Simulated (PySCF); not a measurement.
## Two-component Hartree-Fock for Bi⁶⁶⁺ (bismuth, charge +66)

Start: [Ne] 3s2 3p5; 3p1/2 filled at m_j = +1/2; 3p3/2 filled at m_j = -3/2, -1/2, +1/2, +3/2. Calculated with PySCF 2.14 in an uncontracted even-tempered set (17 s from 23 bohr⁻², ratio 2.4; 15 p from 29 bohr⁻², ratio 2.4; 4 d from 100 bohr⁻², ratio 2.6; 4 f from 160 bohr⁻², ratio 2.6): generalised Hartree-Fock with the X2C-1e Hamiltonian and a Gaussian nucleus; one run each with spin-orbit coupling (SO) screened by Boettger's factors, then bare. This is a chosen level, not necessarily the ground level.

```json
{"spinor shell": "1s1/2", "electrons": "2", "ε, screened SO (eV)": "-96483.8", "ε, bare SO (eV)": "-96482.1", "weight of nominal j (bare SO)": "1.000", "rms radius, bare SO (bohr)": "0.0178"}
{"spinor shell": "2s1/2", "electrons": "2", "ε, screened SO (eV)": "-21778.6", "ε, bare SO (eV)": "-21778.3", "weight of nominal j (bare SO)": "1.000", "rms radius, bare SO (bohr)": "0.0710"}
{"spinor shell": "2p1/2", "electrons": "2", "ε, screened SO (eV)": "-21149.4", "ε, bare SO (eV)": "-21202.7", "weight of nominal j (bare SO)": "1.000", "rms radius, bare SO (bohr)": "0.0597"}
{"spinor shell": "2p3/2", "electrons": "4", "ε, screened SO (eV)": "-18790.9", "ε, bare SO (eV)": "-18776.0", "weight of nominal j (bare SO)": "1.000", "rms radius, bare SO (bohr)": "0.0680"}
{"spinor shell": "3s1/2", "electrons": "2", "ε, screened SO (eV)": "-8600.8", "ε, bare SO (eV)": "-8600.8", "weight of nominal j (bare SO)": "1.000", "rms radius, bare SO (bohr)": "0.172"}
{"spinor shell": "3p1/2", "electrons": "1", "ε, screened SO (eV)": "-8366.0", "ε, bare SO (eV)": "-8379.8", "weight of nominal j (bare SO)": "1.000", "rms radius, bare SO (bohr)": "0.162"}
{"spinor shell": "3p3/2", "electrons": "4", "ε, screened SO (eV)": "-7734.7", "ε, bare SO (eV)": "-7730.7", "weight of nominal j (bare SO)": "1.000", "rms radius, bare SO (bohr)": "0.176"}
```

```json
{"quantity": "E (hartree)", "screened SO": "-16505.75834", "bare SO": "-16507.46736"}
{"quantity": "M_J", "screened SO": "1/2", "bare SO": "1/2"}
{"quantity": "⟨J²⟩", "screened SO": "0.750", "bare SO": "0.750"}
{"quantity": "⟨L²⟩", "screened SO": "2.067", "bare SO": "2.070"}
{"quantity": "⟨S²⟩", "screened SO": "0.816", "bare SO": "0.820"}
```

Each row is a mean over spinors that exchange with the open shell spreads, by up to 25.581 eV (2p1/2).

Breit and QED terms are absent; they matter most for the inner s and p1/2 levels.

Densities and radii are taken from the X2C orbitals without a picture-change correction, which distorts them close to the nucleus.
